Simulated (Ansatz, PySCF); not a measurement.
Gas-phase reaction in SMILES: O[SiH3] -> O[SiH2] + H atom (the H-Si bond at the site shown breaks; other sites are not compared here)
Each molecule is optimised on its own at B3LYP-D3(BJ)/def2-TZVP (Ansatz, a first-principles code), one conformer each, not searched for the lowest.

Wanted: bond dissociation energy (enthalpy at 298 K, with B3LYP-D3(BJ) rigid-rotor harmonic-oscillator terms from PySCF), in kcal/mol. Valence correlation only, unless marked. Open shells are spin-unrestricted. Spin-orbit coupling is left out. No relativistic terms. CBS marks a two-point X^-3 extrapolation of the correlation energy; Hartree-Fock from the larger set (for Q and 5 zeta extrapolated as (X+1)exp(-9√X)).

CCSD(T)/CBS(cc-pV(Q+d)Z,cc-pV(5+d)Z) (Ansatz) gives 93.0 kcal/mol.

Another calculation gave 87.5 kcal/mol. Which level was it?
A) r2SCAN/def2-TZVPD (Ansatz)
B) SVWN5/def2-TZVPD (Ansatz)
C) BHLYP/def2-TZVPD (Ansatz)
D) revPBE/def2-TZVPD (Ansatz)

A, r2SCAN/def2-TZVPD (Ansatz). The others give 91.5 (BHLYP), 84.3 (revPBE), 94.7 (SVWN5) kcal/mol.
